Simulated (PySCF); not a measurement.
Si(F)(Me) (CH₃FSi), SMILES C[Si]F (connectivity only; charge and spin as stated), neutral, multiplicity 1.

Geometry optimised at PBE0-D3(BJ)/def2-TZVP.

All values below come from ωB97X/def2-TZVPD (PySCF).

Symmetry labels are those of the subgroup Cs that the program uses (full group Cs).

Computed valence orbital energies around the gap with their symmetry:
```tsv
orbital	symmetry	energy (eV)
HOMO−7	A'	-22.77
HOMO−6	A'	-17.48
HOMO−5	A'	-15.20
HOMO−4	A"	-15.13
HOMO−3	A'	-14.18
HOMO−2	A"	-14.02
HOMO−1	A'	-13.27
HOMO	A'	-8.95
LUMO	A"	-0.06
LUMO+1	A'	2.02
LUMO+2	A'	2.13
LUMO+3	A'	2.71
```
